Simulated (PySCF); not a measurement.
CF₂I, charge +1, multiplicity 1. Atoms are numbered in the order given.

```xyz
4

F      0.0000     1.0531    -1.8936
C      0.0000     0.0000    -1.2179
F      0.0000    -1.0531    -1.8936
I      0.0000     0.0000     0.7810
```
Charge +1, spin multiplicity 1.

Geometry: PBE0-D3(BJ)/def2-SVP. The multiplicity is an assumed one; other spin states were not compared. The isomer is the one that the SMILES or the coordinates give; other isomers of the formula were not compared. The def2 effective core potentials stand for the cores of I; spin–orbit coupling is left out.

The numbers are results of PySCF with r2SCAN/def2-TZVPD, not measurements.

Mulliken values depend strongly on the basis, most of all with diffuse functions as here. ESP charges are fitted to the potential on shells at 1.4 to 2.0 van der Waals radii. Atomic charges (e):

| atom | Mulliken | ESP fit |
|---|---|---|
| F1 | -0.01 | ? |
| C2 | 0.50 | ? |
| F3 | -0.01 | ? |
| I4 | 0.52 | ? |

### Question
What belongs in the gaps? (Estimate from the structure and the level; the computed values follow.)

### Answer

- F1, ESP fit: 0.15
- C2, ESP fit: 0.11
- F3, ESP fit: 0.15
- I4, ESP fit: 0.58
